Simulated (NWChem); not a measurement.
System: CNO anion

The following NWChem deck was run.

```
start job
memory heap 200 mb stack 900 mb global 1100 mb
charge -1
geometry units angstroms noautosym nocenter noautoz
  N      0.000000     0.000000     1.261754
  C      0.000000     0.000000     0.070950
  O      0.000000     0.000000    -1.159397
end
basis spherical
  * library aug-cc-pvdz
end
dft
  xc pbe0
  iterations 150
end
cosmo
  do_cosmo_smd true
  solvent water
end
task dft energy
```

Parts of the log:

```
             Northwest Computational Chemistry Package (NWChem) 7.3.0
             --------------------------------------------------------

                             Geometry "geometry" -> ""
                             -------------------------

 Output coordinates in angstroms (scale by  1.889725989 to convert to a.u.)

  No.       Tag          Charge          X              Y              Z
 ---- ---------------- ---------- -------------- -------------- --------------
    1 N                    7.0000     0.00000000     0.00000000     1.26175400
    2 C                    6.0000     0.00000000     0.00000000     0.07095000
    3 O                    8.0000     0.00000000     0.00000000    -1.15939700

 Effective nuclear repulsion energy (a.u.)      51.5488317420

                                 NWChem DFT Module
                                 -----------------

 Summary of "ao basis" -> "ao basis" (spherical)
 ------------------------------------------------------------------------------
       Tag                 Description            Shells   Functions and Types
 ---------------- ------------------------------  ------  ---------------------
 N                        aug-cc-pvdz                9       23   4s3p2d
 C                        aug-cc-pvdz                9       23   4s3p2d
 O                        aug-cc-pvdz                9       23   4s3p2d

 in cosmo_initialize ...
 calling solv_data for solv:h2o

 solvent parameters
 solvname_short: h2o
 solvname_long:  water
 dielec:       78.4000
 dielecinf:     1.7769
 aqueous SMD model solvent descriptors
 dielec:       78.4000
 sola:          0.8200

          ---------------
          -cosmo- solvent
          ---------------
 Cosmo: York-Karplus, doi: 10.1021/jp992097l
 dielectric constant -eps-     =  78.40
 screen = (eps-1)/(eps    )    =   0.98724
 surface charge correction     = lagrangian

   van der Waals surface
 --------------------------

 ---------- ATOMIC COORDINATES (A.U.) ------------ VDWR(ANG.) --
     1    0.00000000    0.00000000    2.38436932     1.890
     2    0.00000000    0.00000000    0.13407606     1.850
     3    0.00000000    0.00000000   -2.19094264     1.520
 number of segments per atom =        128
 number of   points per atom =        128
 atom (   nspa,  nppa )
 ----------------------
    1 (     92,     0 )       0
    2 (     68,     0 )       0
    3 (     80,     0 )       0
 number of -cosmo- surface points =      240
 molecular surface =     68.177 angstrom**2
 molecular volume  =     46.463 angstrom**3
 -lineq- algorithm             =   0
 -bem- low  level              =   3
 -bem- from -octahedral-
 gaussian surface charge width =   4.50000
 degree of switching           =   1.00000
 switching function tolerance  =   0.00010
 atomic radii =
 --------------
    1  7.000  1.890
    2  6.000  1.850
    3  8.000  1.520
 ...... end of -cosmo- initialization ......

 nat:                     3
 ixmem:                   608
 calling mnsol_interface()
 G(SMD-CDS) energy (kcal/mol)  =     4.983
 SMD-CDS SASA (angstrom**2)    =    78.317

            General Information
            -------------------
          SCF calculation type: DFT
          Wavefunction type:  closed shell.
          No. of atoms     :     3
          No. of electrons :    22
           Alpha electrons :    11
            Beta electrons :    11
          Charge           :    -1
          Spin multiplicity:     1
          Use of symmetry is: off; symmetry adaption is: off
          Maximum number of iterations: 150
          AO basis - number of functions:    69
                     number of shells:    27
          Convergence on energy requested:  1.00D-06
          Convergence on density requested:  1.00D-05
          Convergence on gradient requested:  5.00D-04

              XC Information
              --------------
                         PBE0 Method XC Functional
                     Hartree-Fock (Exact) Exchange  0.250
          PerdewBurkeErnzerhof Exchange Functional  0.750
            Perdew 1991 LDA Correlation Functional  1.000 local
           PerdewBurkeErnz. Correlation Functional  1.000 non-local

[...]

                                COSMO-SMD solvation results
                                ---------------------------

             internal energy in gas <Psi(g)|H|Psi(g)> =      -167.968734202098
         internal energy in solvent <Psi(s)|H|Psi(s)> =      -167.967823797122
                               delta internal energy  =         0.000910404976 (    0.57 kcal/mol)
   total free energy in solvent <Psi(s)|H+V/2|Psi(s)> =      -168.080705577398
 polarization energy contribution <Psi(s)|V/2|Psi(s)> =        -0.112881780277 (  -70.83 kcal/mol)
    total free energy in solvent including G(SMD-CDS) =      -168.072765056380
                       G(SMD-CDS) energy contribution =         0.007940521018 (    4.98 kcal/mol)
     1 M fixed-concentration free energy of solvation =        -0.104030854282 (  -65.28 kcal/mol)

                       DFT Final Molecular Orbital Analysis
                       ------------------------------------

 Vector    9  Occ=2.000000D+00  E=-3.660063D-01
              MO Center=  1.1D-13, -1.4D-12,  1.4D+00, r^2= 1.1D+00
   Bfn.  Coefficient  Atom+Function         Bfn.  Coefficient  Atom+Function
  ----- ------------  ---------------      ----- ------------  ---------------
     7      0.459962  1 N  pz                 3      0.409706  1 N  s
     4      0.327897  1 N  s                 30     -0.264531  2 C  pz
     2      0.228248  1 N  s                 10      0.215472  1 N  pz
    25     -0.151955  2 C  s                 53      0.140777  3 O  pz
    26     -0.120237  2 C  s                 27     -0.118130  2 C  s

 Vector   10  Occ=2.000000D+00  E=-2.603516D-01
              MO Center= -5.7D-13,  1.6D-12,  2.6D-01, r^2= 2.1D+00
   Bfn.  Coefficient  Atom+Function         Bfn.  Coefficient  Atom+Function
  ----- ------------  ---------------      ----- ------------  ---------------
     5      0.307313  1 N  px                 6     -0.305575  1 N  py
    51     -0.286488  3 O  px                52      0.284867  3 O  py
    54     -0.191909  3 O  px                55      0.190823  3 O  py
     8      0.178598  1 N  px                 9     -0.177588  1 N  py
    28      0.127389  2 C  px                29     -0.126669  2 C  py

 Vector   11  Occ=2.000000D+00  E=-2.603516D-01
              MO Center=  1.9D-12,  1.8D-12,  2.6D-01, r^2= 2.1D+00
   Bfn.  Coefficient  Atom+Function         Bfn.  Coefficient  Atom+Function
  ----- ------------  ---------------      ----- ------------  ---------------
     6      0.307313  1 N  py                 5      0.305575  1 N  px
    52     -0.286488  3 O  py                51     -0.284867  3 O  px
    55     -0.191909  3 O  py                54     -0.190823  3 O  px
     9      0.178598  1 N  py                 8      0.177588  1 N  px
    29      0.127389  2 C  py                28      0.126669  2 C  px

 Vector   12  Occ=0.000000D+00  E= 8.619049D-03
              MO Center= -1.7D-09, -4.8D-09,  1.1D-01, r^2= 9.2D+00
   Bfn.  Coefficient  Atom+Function         Bfn.  Coefficient  Atom+Function
  ----- ------------  ---------------      ----- ------------  ---------------
    27      4.130370  2 C  s                  4     -2.422657  1 N  s
    50     -1.347392  3 O  s                 26      0.975145  2 C  s
    13      0.700064  1 N  pz                 3     -0.441103  1 N  s
    59     -0.439508  3 O  pz                49     -0.304219  3 O  s
    36      0.279024  2 C  pz                10      0.197142  1 N  pz

 Vector   13  Occ=0.000000D+00  E= 4.796175D-02
              MO Center= -3.3D-10, -2.2D-10,  2.0D-01, r^2= 1.5D+01
   Bfn.  Coefficient  Atom+Function         Bfn.  Coefficient  Atom+Function
  ----- ------------  ---------------      ----- ------------  ---------------
     4      3.649436  1 N  s                 36     -2.435858  2 C  pz
    27     -1.889011  2 C  s                 50     -1.636455  3 O  s
    13     -0.757827  1 N  pz                33     -0.690112  2 C  pz
     3      0.399943  1 N  s                 26     -0.275304  2 C  s
    49     -0.271006  3 O  s                 59     -0.237175  3 O  pz

 Vector   14  Occ=0.000000D+00  E= 5.932725D-02
              MO Center= -6.8D-10,  5.8D-10,  4.3D-02, r^2= 1.1D+01
   Bfn.  Coefficient  Atom+Function         Bfn.  Coefficient  Atom+Function
  ----- ------------  ---------------      ----- ------------  ---------------
    34      1.234952  2 C  px                35     -1.231793  2 C  py
    57     -0.310733  3 O  px                58      0.309938  3 O  py
    11     -0.288954  1 N  px                12      0.288214  1 N  py
    31     -0.142388  2 C  px                32      0.142024  2 C  py
    28     -0.085426  2 C  px                29      0.085208  2 C  py

     Multipole analysis of the density
     ---------------------------------

     L   x y z        total         alpha         beta         nuclear
     -   - - -        -----         -----         ----         -------
     0   0 0 0     -1.000000    -11.000000    -11.000000     21.000000

     1   1 0 0      0.000000      0.000000      0.000000      0.000000
     1   0 1 0      0.000000      0.000000      0.000000      0.000000
     1   0 0 1     -0.651167     -0.309334     -0.309334     -0.032500

     2   2 0 0    -13.967265     -6.983632     -6.983632      0.000000
     2   1 1 0      0.000000      0.000000      0.000000      0.000000
     2   1 0 1     -0.000000     -0.000000     -0.000000      0.000000
     2   0 2 0    -13.967265     -6.983632     -6.983632      0.000000
     2   0 1 1     -0.000000     -0.000000     -0.000000      0.000000
     2   0 0 2    -22.738885    -50.522550    -50.522550     78.306215
```

Level: PBE0/aug-cc-pVDZ, SMD on the gas-phase geometry. All runs use the structure optimised with B3LYP/def2-SVPD. Solvent: water.
